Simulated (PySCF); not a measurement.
F2H4O2Si2, SMILES O[Si](F)(F)O[SiH3].

Geometry: PBE-D3(BJ)/def2-SVP. The structure was generated by enumeration, and PubChem lists no compound with its InChIKey, so it may never have been made. Other conformers were not sampled.

Method: HF/def2-TZVP (PySCF).

Isolated molecule, no solvent.

| Property | Result |
|---|---|
| total energy | -929.28694 hartree |
| highest occupied level | -12.97 eV |
| lowest empty level | 2.75 eV |
| orbital gap | 15.71 eV |
| dipole moment | 0.76 D |
| quadrupole, principal values (traceless, Buckingham form, about the centre of nuclear charge) | -7.77, -6.30, 14.08 D·Å |
| mean static polarisability | 46.6 bohr³ (6.90 Å³) |
| polarisability, principal values | 43.4, 45.0, 51.3 bohr³ |
